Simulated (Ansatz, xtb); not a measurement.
**Relaxing a trial structure of FGaH4OSi2**

The starting geometry of this gas-phase singlet was built from a drawn formula by distance geometry; its bonds are those of `[F][GaH][O][SiH]=[SiH2]`.

```xyz
9

F     0.6829    1.5064    2.3505
Ga    1.7349    3.0249    1.7934
O     3.0516    1.8009    0.8516
Si    2.3410    0.9686   -0.4306
Si    1.1304   -0.6278    0.0974
H     0.7340    3.4579    0.5728
H     2.8874    0.9004   -1.7538
H     0.9573   -0.9740    1.4843
H    -0.1657   -0.7136   -0.6703
```

Q: Predict what becomes of its bonds when it is optimised with r2SCAN-D4/def2-SVP.

A: A new bond forms, giving a structure given below by its coordinates. Distances that change by over a tenth: Si4–Si5 (2.07 → 2.34 Å). Contacts that close: Ga2–Si5 (4.07 → 2.49 Å).

The energy falls by 3.34 eV over 32 steps:

```tsv
step	E − E(last) (eV)
1	3.339
4	1.027
8	0.598
11	0.577
15	0.565
18	0.255
22	0.030
25	0.013
29	0.001
32	0.000
```

Final geometry (Å):

| atom | x (Å) | y (Å) | z (Å) |
| --- | --- | --- | --- |
| F | 1.7396 | 1.9725 | 2.8696 |
| Ga | 0.9762 | 2.2267 | 1.2893 |
| O | 2.6072 | 2.2608 | 0.0961 |
| Si | 2.6754 | 0.7645 | -0.4449 |
| Si | 0.6514 | -0.0729 | 0.3811 |
| H | 0.0919 | 3.4833 | 1.0670 |
| H | 3.8887 | 0.4517 | -1.2708 |
| H | 0.8929 | -1.3401 | 1.1398 |
| H | -0.1696 | -0.4027 | -0.8319 |

From the same start GFN2-xTB ends elsewhere, differing in F1–Ga2 (2.61 against 1.77 Å here), F1–Si5 (1.69 against 3.40 Å here), Ga2–Si5 (3.75 against 2.49 Å here), Ga2–H6 (4.22 against 1.55 Å here), Si4–H6 (1.47 against 4.04 Å here).

No frequencies were run, so the end isn't proven a minimum. Run with Ansatz 0.2.0, 61 s on 2 threads of Intel(R) Xeon(R) 6975P-C (Granite Rapids), on a shared host.
